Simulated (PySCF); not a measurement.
C₄H₁₀Cl₂Sn, SMILES C[CH2][Sn]([Cl])([Cl])[CH2]C (GFN2-xTB optimised geometry):

```
17

C     -0.941    -1.163    -3.167
C     -1.541    -1.957    -2.036
Sn    -0.904    -1.144     0.000
Cl    -1.449     1.144     0.000
Cl     1.449    -1.144     0.000
C     -1.534    -1.960     2.035
C     -0.744    -3.171     2.463
H     -1.256    -0.123    -3.127
H     -1.268    -1.582    -4.120
H      0.146    -1.197    -3.137
H     -1.217    -2.994    -2.051
H     -2.627    -1.911    -2.040
H     -1.381    -1.120     2.709
H     -2.598    -2.172     1.961
H     -1.045    -3.458     3.471
H     -0.921    -4.017     1.804
H      0.322    -2.959     2.477
```

Computed with B3LYP/def2-SVP, def2 effective core potentials past Kr in PySCF 2.14.0.

Task: What are the frontier orbital energies and the dipole moment?

Result: HOMO-2 -8.04 eV, HOMO-1 -8.00 eV, HOMO -7.25 eV, LUMO -1.29 eV, LUMO+1 0.01 eV; dipole moment 3.89 D.

On the same geometry PBE/def2-SVP, def2 effective core potentials past Kr run with PySCF 2.14.0 gives HOMO-2 -7.02 eV, HOMO-1 -6.93 eV, HOMO -6.34 eV, LUMO -1.95 eV, LUMO+1 -0.59 eV; dipole moment 3.79 D.
